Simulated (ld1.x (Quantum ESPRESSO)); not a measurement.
barium: one change to a TM potential, before and after

barium (Ba), norm-conserving Troullier–Martins (Kleinman–Bylander form), made with ld1.x (Quantum ESPRESSO) 7.5 (Wu–Cohen, scalar-relativistic). Core [Xe], reference 5d0.5 6s1.5 6p0. Waves: 6p (bound, empty): rc 4.20 bohr; 5d (bound): rc 3.00 bohr; 4f channel at -0.05 Ry: rc 4.35 bohr; 6s (bound): rc 4.20 bohr. Local part: the s channel. Core correction: Bessel-smoothed model core, default radius (core density twice the valence density).

Change: functional PBE.

Cutoffs: the cutoffs (Ry, on a coarse ladder) from which the occupation-weighted sum of valence levels, in a spherical-Bessel basis at the reference potential, stays within 10 and 1 mRy of its value at 400 Ry; they do not see the model core or the augmentation charge, which bear on the density cutoff. Errors are all-electron minus pseudo energies relative to the spin-unpolarised reference configuration.

Question: How do hardness, ghosts and transferability respond?

Answer: Both files are so soft that the ladder of cutoffs tells neither apart; of the 7 tests that both files solve, the error grows in 0 and shrinks in 2 by more than 15 % and 0.3 meV (median size 29.2 → 25.9 meV); neither file shows a bound ghost.

| quantity | base | changed |
| --- | --- | --- |
| cutoff, loose | 8 Ry | 8 Ry |
| cutoff, tight | 10 Ry | 10 Ry |
| bound ghosts | none | none |
| error for 5d0 6s2 6p0, meV [ΔE -0.65 → -0.64 eV] | -12 | -13 |
| error for 5d0 6s1 6p0, meV [ΔE 4.72 → 4.72 eV] | -28 | -26 |
| error for 5d0 6s1.5 6p0, meV [ΔE 1.50 eV] | -16 | -16 |
| error for 5d0 6s0 6p2, meV [ΔE 3.50 → 3.50 eV] | -78 | -60 |
| error for 5d0 6s0 6p1, meV [ΔE 7.29 → 7.32 eV] | -80 | -55 |
| error for 5d1 6s0 6p0, meV [ΔE 5.32 → 5.41 eV] | -29 | -25 |
| error for 5d0 6s1 6p1, meV [ΔE 1.41 → 1.39 eV] | -34 | -30 |
| s: phases at 4.68 bohr within 0.05 rad from the reference energy up to (Ry; the scan ends near 5) | 0.8 | 0.8 |
| p: phases at 4.68 bohr within 0.05 rad from the reference energy up to (Ry; the scan ends near 5) | 0.8 | 0.8 |
| d: phases at 4.68 bohr within 0.05 rad from the reference energy up to (Ry; the scan ends near 5) | 0.5 | 0.5 |
| f: phases at 4.68 bohr within 0.05 rad from the reference energy up to (Ry; the scan ends near 5) | 0.1 | 0.1 |
